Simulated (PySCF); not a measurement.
Computed shifts of a molecule CH7NSi, PySCF with B3LYP/pcSseg-1, GIAO, gas phase, equivalent atoms averaged, in ppm (number of nuclei): ²⁹Si: -55.6 (1). ¹⁵N: 11.2 (1). ¹³C: 36.1 (1). ¹H: 4.76 (3), 2.97 (3), -0.27 (1). References: ²⁹Si against TMS (σ = 338.7 ppm); ¹⁵N against NH3 (σ = 265.5 ppm); ¹³C against TMS (σ = 181.3 ppm); ¹H against TMS (σ = 31.68 ppm), references at their B3LYP-D3(BJ)/def2-TZVP geometries, non-relativistic. The structure is a stationary point at B3LYP-D3(BJ)/def2-SVP. Other conformers were not sampled.

Which molecule gave these data?
A. C[SiH2]N
B. NC[SiH3]
C. CN[SiH3]

C, CN[SiH3]
